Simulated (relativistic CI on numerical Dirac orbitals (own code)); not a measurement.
# Fe7+: L-alpha,beta X-ray emission

Computed with this model: Dirac-Coulomb-Breit CI, separate exchange-only KLI orbitals for each configuration, model QED (radiative potential, 1s self-energy scaled to tabulated hydrogen-like ionisation energies), multiplet model of X-ray emission after core ionisation, unscaled Slater integrals; configurations [Ar] 3d → [He] 2s2 2p5 3s2 3p6 3d → [Ne] 3s2 3p6; 80 K; Lorentzian 0.84 eV and Gaussian 0.5 eV FWHM. Energies are those of the free ion, without screening or charge transfer. S is read from ⟨S²⟩ = S(S + 1).

Field parameters in Wybourne normalisation: D3d B²₀ = −7Dσ, B⁴₀ = −14Dq − 21Dτ, B⁴₃ = −14√(10/7) Dq; D4h B²₀ = −7Ds, B⁴₀ = 21(Dq − Dt), B⁴₄ = 21√(5/14) Dq; Oh B⁴₀ = 21Dq, B⁴₄ = √(5/14) B⁴₀; Td as Oh with Dq negative (B⁴₀ = 21Dq, B⁴₄ = √(5/14) B⁴₀). The field is a parameter set, without covalency.

free ion: ground-state S = 0.50, centroid 749.21 eV. Peaks (eV, height): 739.3 (18), 751.1 (100).

D3d, 10Dq = 20550, Dσ = -1170, Dτ = -270 cm⁻¹: ground-state S = 0.50, centroid 747.79 eV. Peaks (eV, height): 739.5 (33), 746.9 (14), 751.3 (100).

Td, 10Dq = -16150 cm⁻¹: ground-state S = 0.50, centroid 747.28 eV. Peaks (eV, height): 739.5 (42), 746.1 (13), 751.3 (100).

D4h, 10Dq = 26100, Ds = 1910, Dt = -400 cm⁻¹: ground-state S = 0.50, centroid 747.25 eV. Peaks (eV, height): 739.9 (38), 746.5 (44), 751.5 (100).

D4h, 10Dq = 37650, Ds = 850, Dt = 200 cm⁻¹: ground-state S = 0.50, centroid 746.87 eV. Peaks (eV, height): 734.8 (9), 740.2 (40), 746.6 (100), 752.0 (95).

Oh, 10Dq = 34050 cm⁻¹: ground-state S = 0.50, centroid 746.96 eV. Peaks (eV, height): 734.8 (7), 740.1 (43), 746.7 (88), 752.0 (100).

Strongest unbroadened transitions for Td, 10Dq = -16150 cm⁻¹:

| Energy (eV) | Relative strength |
| --- | --- |
| 731.34 | 1.7 |
| 733.37 | 0.5 |
| 733.49 | 1.0 |
| 735.83 | 0.5 |
| 739.45 | 42.3 |
| 746.10 | 11.6 |
| 751.28 | 100.0 |
